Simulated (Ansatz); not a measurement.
The O2–H3 bond of H2O2Pb (SMILES [OH][Pb][OH]) is stretched (multiplicity 1, the rest rigid).
Geometry at rest (charge 0, multiplicity 1):
| atom | x (Å) | y (Å) | z (Å) |
|---|---|---|---|
| Pb | 0.0578 | -0.1420 | 0.2238 |
| O | 1.1458 | 1.3095 | -0.8134 |
| H | 0.6459 | 1.6195 | -1.5803 |
| O | -1.5330 | 0.0132 | -1.1585 |
| H | -2.2920 | -0.5579 | -0.9968 |

Cores are frozen in the correlated methods. Filled d and f shells under p-block atoms count as core.

Codes used: Ansatz (a program for electronic structure). Each number belongs to the level named beside it. In def2 rows elements past Kr take small-core potentials, without spin–orbit coupling.

FIC-MRCISD+Q on CASSCF(4,3)/def2-TZVPP, total energies (hartree):

| R (Å) | CASSCF | MRCISD | weight c² of the reference |
|---|---|---|---|
| 0.966 | -342.843992 | -343.345794 | 0.89048 |
| 1.691 | -342.726921 | -343.216153 | 0.88869 |
| 3.093 | -342.679581 | -343.157009 | 0.89165 |

Add the Davidson correction (E_MRCISD − E_CASSCF)(1 − c²)/c² and give the energies above the first point at the three levels.


Corrections (hartree): -0.061713, -0.061274, -0.058015. Above the first point (kcal/mol):
- R = 1.691 Å: CASSCF 73.5, MRCISD 81.4, with the correction 81.6
- R = 3.093 Å: CASSCF 103.2, MRCISD 118.5, with the correction 120.8

Doubts at one or more of the structures used: active orbitals that take no part (FIC-MRCISD+Q on CASSCF(4,3)/def2-TZVPP).
